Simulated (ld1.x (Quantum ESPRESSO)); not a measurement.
The numbers below are computed, except where a source is named.
# Pseudopotentials across the periodic table

Generated with ld1.x 7.5 (TM, RRKJ, ultrasoft, PAW), atompaw 4.2 or ONCVPSP 4.0.1. The cutoff is in Ry: for ld1.x and atompaw files where the sum of valence levels is converged to 10 mRy in a Bessel basis, for ONCV files where the hardest occupied wave has 1 mHa per electron of residual kinetic energy. The error is the largest all-electron minus pseudo excitation energy over each file’s own four to seven test configurations (ionisations up to +4, promotions, holes and added fractions of an electron), all of which were solved. The labels leave out finer settings (local radius, basis sizes, second energies), which also bear on the numbers. Spin-polarised tests are not counted. The rows are a selection from randomly drawn settings: files with unsolved tests, undetermined cutoffs or missed reference levels are left out.

A true bound ghost makes a file unfit for plane-wave use even where its test errors are small: the radial tests pick states by their node count and pass the ghost by.

```csv
element,potential,cutoff (Ry),largest error (meV),bound ghosts
Si,"RRKJ, LDA (PZ), scalar-relativistic, rc 1.30/1.95 (sp), local s, core correction yes, reference 3s2 3p2",40,+88,none
K,"TM, LDA (PZ), scalar-relativistic, rc 2.90/4.20/3.65 (spd), local d, core correction no, reference 4s0.75 4p0.25",8,+36,s
Cr,"RRKJ, LDA (PZ), fully relativistic, rc 2.20/0.80/2.05 (spd), local s, core correction no, reference 3p6 3d5 4s1 4p0",200,-720,none
Cu,"TM, PBEsol, scalar-relativistic, rc 0.80/1.10/1.40 (spd), local smoothed, core correction no, reference 3s2 3p6 3d8 4s0 4p0",230,+59,none
Se,"RRKJ, PBE, scalar-relativistic, rc 1.60/1.90/1.05 (spd), local smoothed, core correction no, reference 3d10 4s2 4p3",230,-830,none
In,"TM, PBEsol, scalar-relativistic, rc 2.35/2.65 (sp), local smoothed, core correction no, reference 5s2 5p1",10,+73,none
```

Task: Fill in the row for In: TM, PBE, scalar-relativistic, rc 1.65/2.35/2.45 (spd), local d, core correction no, reference 5s2 5p0.

Result: cutoff 30 Ry, largest error +249 meV, bound ghosts: s, p.

Task: Fill in the row for Te: TM, Wu–Cohen, scalar-relativistic, rc 1.50/2.05/1.15 (spd), local s, core correction no, reference 4d10 5s2 5p4.

Result: cutoff 110 Ry, largest error +18 meV, bound ghosts: none.
